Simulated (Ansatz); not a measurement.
`FB(F)C1CC1` + CH₃SH → `CSB(F)F` + `C1CC1` at 700 K and 1 bar (ligand exchange at a B–C bond).

Isolated molecules relaxed with PBE0-D4/def2-TZVP in Ansatz; ΔE leaves out vibrations. CCSD(T)/CBS adds triple-zeta CCSD(T) − MP2 to the extrapolated MP2 energy (def2 sets, frozen cores). This one scheme is used for every species. Each species was taken in one conformer, which may not be the lowest.

```csv
species,CCSD(T)/CBS energy (Eh),H − E (kJ/mol),S (J/(mol·K))
`FB(F)C1CC1`,-341.65520,288.8,437.6
CH₃SH,-438.22835,160.2,309.0
`CSB(F)F`,-662.16308,192.0,423.9
`C1CC1`,-117.73368,261.5,309.5
```

H − E and S are ideal-gas, rigid-rotor, harmonic terms from PBE0-D4/def2-TZVP, for one conformer and one mirror image of each species. 1 Eh = 2625.50 kJ/mol, R = 8.31446 J/(mol·K).

By hand: ΔE, ΔH, ΔS and ΔG.

ΔE = (-662.16308) + (-117.73368) − (-341.65520) − (-438.22835) = -0.01321 Eh = -34.7 kJ/mol. Δ(H − E) = 192.0 + 261.5 − 288.8 − 160.2 = 4.5, so ΔH = -30.2 kJ/mol. ΔS = 423.9 + 309.5 − 437.6 − 309.0 = -13.2 J/(mol·K). ΔG = -30.2 − 700 × (-13.2)/1000 = -21.0 kJ/mol.

By hand: the equilibrium constant, and the temperature at which ΔG would vanish if ΔH and ΔS stayed fixed.

log₁₀ K = −ΔG/(RT ln 10) = 1.6. ΔG = 0 at ΔH/ΔS = 2288 K, though so small a ΔS makes that figure unsure.

The number of gas molecules stays the same, so ΔS is small and ΔH decides. A doubt of 5 kJ/mol in ΔE shifts log₁₀ K by 0.4 here. Other conformers and mirror images would add mixing entropy, several J/(mol·K) or more a flexible species. These are equilibria of isolated gas molecules and say nothing of rates. Largest T1 diagnostic: 0.012 (customary marks: 0.02 for closed shells, 0.045 for open ones).
